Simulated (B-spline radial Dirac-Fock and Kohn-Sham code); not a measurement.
Level of theory: Dirac-Fock ΔSCF + Breit + QED; a B-spline atomic structure program. Correlation and solid-state effects are left out.

Question: Identify the element and charge state from the binding energies below (tabulated ground configuration; the least bound level is included).

```
level  binding energy (eV)
    K              60735.9
   L2              10968.9
   L3               9999.1
   M1               3615.3
   M3               3184.2
   M4               2821.0
   N3               1442.1
```

Answer: Tm³³⁺: Z = 69 with 36 electrons, [Ar] 3d10 4s2 4p6. The hydrogen-like estimate √(E/Ry) = 66.8 for the K level lies 2.2 below Z (screening lowers it, relativity raises it); the outermost level, at 1442.1 eV, fixes the charge.

Question: An atom or ion in its tabulated ground configuration has these computed binding energies (the last is its least bound level). Which is it?

```tsv
level	binding energy (eV)
K	79310.9
L1	18110.9
L2	17584.1
L3	16023.9
M1	7343.7
M2,3	6908.1
```

Answer: Os⁶³⁺: Z = 76 with 13 electrons, [Ne] 3s2 3p1. The hydrogen-like estimate √(E/Ry) = 76.3 for the K level lies 0.3 above Z (screening lowers it, relativity raises it); the outermost level, at 6908.1 eV, fixes the charge.

Question: An atom or ion in its tabulated ground configuration has these computed binding energies (the last is its least bound level). Which is it?

| level | binding energy (eV) |
| --- | --- |
| L2 | 12280.0 |
| L3 | 11025.1 |
| M1 | 3847.4 |
| M3 | 3327.7 |
| M5 | 2867.3 |
| N3 | 1395.9 |
| N4,5 | 1218.1 |

Answer: Ta³⁰⁺: Z = 73 with 43 electrons, [Kr] 4d7.
